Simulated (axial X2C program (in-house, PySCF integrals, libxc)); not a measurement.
KS⁺ along the bond: r2SCAN0, two-component

Computed with an axial X2C code built on PySCF integrals. Two-component (2c) means X2C with spin–orbit coupling and atomic mean-field two-electron Coulomb and Gaunt terms. Basis: K dyall-cv3z [11s12p6d3f], S dyall-av3z [9s8p3d2f] (cores contracted in-house); Gaussian nuclei, density fitting, unrestricted open shells. Masses: K 38.964 u, S 31.972 u.

State: Ω = 1 (⟨Sz⟩ = 1.00, ⟨Lz⟩ = 0.00 at r2SCAN0). Dipoles are positive if S is the positive end and refer to the centre of mass.

Results along the bond:

```csv
R (Å),μ (D),HOMO (eV),LUMO (eV)
2.906,-4.763,-12.65,-8.82
3.039,-5.062,-12.51,-8.66
3.140,-5.296,-12.40,-8.54
3.240,-5.534,-12.28,-8.42
3.340,-5.780,-12.16,-8.31
3.457,-6.073,-12.02,-8.19
3.574,-6.371,-11.89,-8.07
3.724,-6.761,-11.71,-7.92
3.908,-7.243,-11.52,-7.75
4.175,-7.951,-11.25,-7.51
```

The state is one determinant whose occupation by symmetry is held fixed; it was picked as the lowest of a PBE0 search that is not exhaustive. Density functionals use the spin component along the axis (collinear). Other states lie close and PBE0, whose exact exchange favours high spin, may order them wrongly; the determinant shown need not be the ground state. The nearest other 2c determinant of the search, Ω = 2, lies 0.39 eV up at the distance of the search. With several unpaired electrons one determinant need not be a pure state. Open-shell Ω = 0 determinants with evenly filled partner blocks cannot be reached by this program, so the Ω shown need not be the lowest component. This is the Ω = 1 component of a π² triplet; the 0⁺ component is not one determinant and can lie lowest.
